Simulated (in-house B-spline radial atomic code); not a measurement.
Results of a calculation; reference values are marked as such.
**Co in an electron gas of r_s = 3.6: phase shifts, screening and friction**

A nucleus sits in a uniform electron gas with a rigid positive background. The Kohn-Sham equations are solved self-consistently in the spin-unpolarised LDA (PW92), non-relativistic, on B-splines with outgoing waves at the boundary and partial waves to l = 8. The model has no lattice, no bands and no magnetic solution. Atomic units; δ_l are the phase shifts at the Fermi level, counted so that each bound state adds π, and good to about 0.0005. A narrow, partly filled d or f resonance in a thin gas would split by spin, so such rows rest on a solution that is probably unstable.

The density parameter is r_s = 3.6 bohr.

```tsv
l	δ_l (rad)
0	9.9157
1	6.3649
2	2.7003
3	-0.0148
4	-0.0001
5	-0.0001
6	-0.0001
7	-0.0002
8	-0.0002
```

Bound levels below the band bottom (hartree): s -275.1, s -31.86, p -27.64, s -3.156, p -1.897.

(1) Check the Friedel sum rule, and say where the screening charge sits.

(2) Find the transport cross section and the electronic stopping of a 1 keV Co ion (mass 58.93 u).

## Answers

(1) k_F = (9π/4)^(1/3)/r_s = 0.53310. The rule is Z = (2/π) Σ (2l + 1) δ_l. The terms are s 6.313, p 12.156, d 8.595, f -0.066 and -0.006 beyond, in all 26.992 against Z = 27. Bound states hold 6 s, 12 p, 0 d electrons, so the scattering states carry 8.99 in all.

(2) σ_tr = (4π/k_F²) Σ (l + 1) sin²(δ_l − δ_(l+1)). The terms for l = 0 to 3 are 0.1583, 0.4990, 0.5134, 0.0009, all together 1.1715, so σ_tr = 44.217 × 1.1715 = 51.803 bohr². With n = 3/(4π r_s³) = 0.005117, the friction coefficient is Q = n k_F σ_tr = 0.1413. For v well below v_F = 0.533, dE/dx = Q v; with 24801 eV per u at v = 1, v = √(1000/(24801 × 58.93)) = 0.0262, so dE/dx = 0.00370 hartree/bohr = 1.9 eV/nm.
